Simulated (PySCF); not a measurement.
Compound: CH₁₀O₂Si₃.
SMILES: `CO[Si@@H]([SiH3])O[SiH3]`

Torsions of this conformer, `[CH3:1][O:2][Si@@H:3]([SiH3:4])[O:5][SiH3:6]`: C1–O2–Si3–Si4 176°, O2–Si3–O5–Si6 -62°.

The closed-shell ground state was solved at several levels (PySCF, density fitting, gas phase, non-relativistic). The structure is a single PBE0-D3(BJ)/def2-SVP conformer in the gas phase; no vibrational or solvent corrections.

```
           level  basis functions  HOMO (eV)  LUMO (eV)  gap (eV)  dipole (D)
   PBE0/pcSseg-1              173      -7.93      -0.14      7.79        1.09
wB97X-D/pcSseg-1              173      -9.75       1.62     11.37        1.11
```

Task: Estimate the row for PBE0/def2-SVPD, a basis of 218 functions; the other rows only guide the guess.

Result: HOMO -7.91 eV, LUMO -0.31 eV, gap 7.60 eV, dipole 0.87 D.

Task: Over all these levels, which gives the widest orbital gap and which the narrowest?

Result: wB97X-D/pcSseg-1 (range-separated hybrid) has the widest, 11.37 eV, and PBE0/def2-SVPD (global hybrid, 25 % exact exchange) the narrowest, 7.60 eV. Functional and basis both differ between the two, so the spread mixes both effects.

Task: How far do the dipole and the HOMO energy spread over the levels?

Result: The dipole runs from 0.87 to 1.11 D (mean 1.02 D) and the HOMO from -9.75 to -7.91 eV.
